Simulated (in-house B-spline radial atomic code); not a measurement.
How numerical settings move a run on Mg²⁺, [He] 2s2 2p6. Computed with an all-electron radial atomic-structure program (B-spline basis): scalar-relativistic (X2C) LDA VWN5, spherical fractional occupations, Fermi nucleus of rms radius 3.057 fm.

Command:
```bash
python run_scf.py task.json out
```
Settings of the sound reference run:
```
Z                12
electrons        10
configuration    [He] 2s2 2p6
hamiltonian      x2c
method           lda,vwn
spin_polarised   False
nucleus          fermi
rms_radius       3.057
mass_number      24
atomic_mass      23.98504
speed_of_light   137.036
knot_spacing     0.22
spline_order     8
gauss_points     12
box_radius       22.22
max_iterations   70
damping          0.5
damped_steps     3
diis_vectors     10
tolerance        1e-08
start            Thomas-Fermi
```

Time taken, with all properties: 0.13 s on 1 thread of Intel(R) Xeon(R) 6975P-C (shared host).

It converges in 8 iterations to -198.595445 hartree, with 2p at -66.8365 eV. The other runs change the listed settings, some to values that make no sense; their results aren't properties of the atom or ion. Radii are in bohr (the nuclear one in fm), a minus after a letter asks for a j subshell, and «unchanged» means within 1e-8 hartree. The run stops when the residual is below 10 × tolerance × max(1, Z/10), or a noise floor if that is larger, and the energy moves by less than 1e-8 × √|E| hartree; so very loose and very tight tolerances often act alike.

```tsv
changed settings	outcome
knot_spacing = 0.1, spline_order = 4, max_iterations = 50, tolerance = 0.001, start = bare nucleus	converged in 8 iterations, energy +5.72e-07 hartree from the reference, 2p level -3.5e-05 eV
max_iterations = 2, start = bare nucleus	not converged after 2 iterations, last residual 5.5e-01, last energy +9.55e+00 hartree from the reference
gauss_points = 8, first_knot = 0.25, max_iterations = 60, diis_vectors = 20	converged in 9 iterations, energy +7.79e-01 hartree from the reference, 2p level -3.0e-02 eV
electrons = 11, configuration = [He] 2s2 2p6 2f1, max_iterations = 75	stopped with error: there is no 2f shell
hamiltonian = dirac, method = r2scan	stopped with error: meta-GGAs are not served with the Dirac Hamiltonian
spline_order = 4	converged in 9 iterations, energy +3.81e-05 hartree from the reference, 2p level -3.7e-05 eV
spline_order = 6	converged in 9 iterations, energy -6.09e-08 hartree from the reference, 2p level +1.6e-05 eV
damped_steps = 30	converged in 17 iterations, energy unchanged, 2p level +2.0e-05 eV
spline_order = 10	converged in 8 iterations, energy unchanged
spline_order = 5	converged in 9 iterations, energy +7.68e-07 hartree from the reference, 2p level +1.5e-05 eV
spline_order = 5, first_knot = 0.00833, max_iterations = 100	converged in 9 iterations, energy +7.21e-05 hartree from the reference, 2p level +7.0e-06 eV
damped_steps = 8	converged in 11 iterations, energy unchanged, 2p level +2.4e-05 eV
```

What happens with electrons = 11, configuration = [He] 2s2 2p6 3p-1, max_iterations = 50?

Stopped with error: j subshells need the Dirac Hamiltonian and l > 0.

What happens with damped_steps = 0?

Converged in 7 iterations, energy unchanged, 2p level +1.6e-05 eV.

What happens with damped_steps = 1?

Converged in 8 iterations, energy unchanged, 2p level +1.6e-05 eV.

What happens with start = bare nucleus?

Converged in 9 iterations, energy unchanged, 2p level +1.6e-05 eV.
